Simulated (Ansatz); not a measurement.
`N[SiH]([GaH2])[TeH]` and `N[SiH](S)[GaH2]` differ in one atom or group.

Ansatz, PBE0-D4/def2-TZVP geometries, multiplicity 1. Each molecule was computed in one conformer, which needn't be the lowest. `N[SiH]([GaH2])[TeH]` holds a close contact that its SMILES doesn't draw: Te···Ga 2.88 Å. `N[SiH](S)[GaH2]` holds a close contact that its SMILES doesn't draw: Ga···S 2.70 Å.

Elements past krypton have def2 core potentials. Scalar relativity is left out up to krypton. Spin–orbit coupling is left out; it splits and shifts lone-pair levels of the heavy atoms by tenths of an eV.

```tsv
property	`N[SiH]([GaH2])[TeH]`
HOMO–LUMO gap (PBE/def2-TZVPP) / eV	3.96
size of the dipole moment (B3LYP/def2-TZVPP) / D	2.54
zero-point energy (PBE0-D4/def2-TZVP) / kJ/mol	148.3
HOMO energy (PBE0/def2-TZVPP) / eV	-6.54
HOMO–LUMO gap (PBE0/def2-TZVPP) / eV	5.65
LUMO energy (PBE0/def2-TZVPP) / eV	-0.89
```

**Question.** Give the same properties after the change, and the shifts. (An estimate is asked.)

**Answer.** The calculation gave: 
| property | `N[SiH](S)[GaH2]` | shift |
| --- | --- | --- |
| HOMO–LUMO gap (PBE/def2-TZVPP) / eV | 4.32 | 0.36 |
| size of the dipole moment (B3LYP/def2-TZVPP) / D | 2.86 | 0.32 |
| zero-point energy (PBE0-D4/def2-TZVP) / kJ/mol | 154.8 | 6.5 |
| HOMO energy (PBE0/def2-TZVPP) / eV | -6.71 | -0.17 |
| HOMO–LUMO gap (PBE0/def2-TZVPP) / eV | 6.10 | 0.45 |
| LUMO energy (PBE0/def2-TZVPP) / eV | -0.61 | 0.28 |

With PBE0 the HOMO falls by 0.17 eV and the LUMO rises by 0.28 eV, so the gap widens by about 0.45 eV. PBE moves the HOMO by -0.10 eV and ωB97M-V by -0.26 eV. Dipoles are sizes alone; their direction can turn.

Positive LUMOs are unbound, so they and the gaps depend on the basis.

B3LYP here is the variant with VWN-RPA as its local correlation; programs differ in this.
